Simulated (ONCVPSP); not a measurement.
# PBE ONCV dataset for As, scalar-relativistic all-electron reference.

ONCVPSP 4.0.1 input, shortened (lines: element, Z, core and valence counts, functional; n l f; lmax; l rc ep ncon nbas qcut; lloc lpopt rc5 dvloc0; l nproj debl; icmod fcfact rcfact), PBE, scalar-relativistic:

```
  As 33.00    3    5        4      upf
    1    0    2.00
    2    0    2.00
    2    1    6.00
    3    0    2.00
    3    1    6.00
    3    2   10.00
    4    0    1.50
    4    1    3.50
    3
    0    1.10    0.00    4    8    8.60
    1    0.95    0.00    4    7   11.40
    2    0.65    0.00    4    9   24.40
    3    1.05    0.46    5    8   11.80
    2    5    0.65    0.00
    0    2    2.70
    1    2    2.10
    2    0    2.40
    3    2    2.80
    1    0.60    0.00
```

Poles of the logarithmic derivatives, all-electron (AE) and pseudo (PS). s: poles at -6.5 (AE) and -6.5, 3.9 (PS) Ha. p: poles at -3.4 (AE) and -3.4 (PS) Ha. d: poles at no energy (AE) and no energy (PS) Ha. f: poles at no energy (AE) and no energy (PS) Ha. Test radii: s 1.12, p 0.96, d 0.66, f 1.07 bohr.

- Cutoffs needed: 227 Ha and 256 Ha (the cutoffs (Ha) at which the residual kinetic energy of the hardest occupied pseudo-wave falls to 1 and 0.1 mHa per electron)
- Ghost test: no bound ghost flagged; GHOST(+) flagged for s at 106.3 eV, f at 529.9 eV
- Largest excitation error: -5.0 meV (all-electron minus pseudo) for 3s2 3p6 3d10 4s1 4p0, out of 4 test configurations
- rms error of d²Exc/dni dnj: 2.78 mHa without and 1.70 mHa with the model core
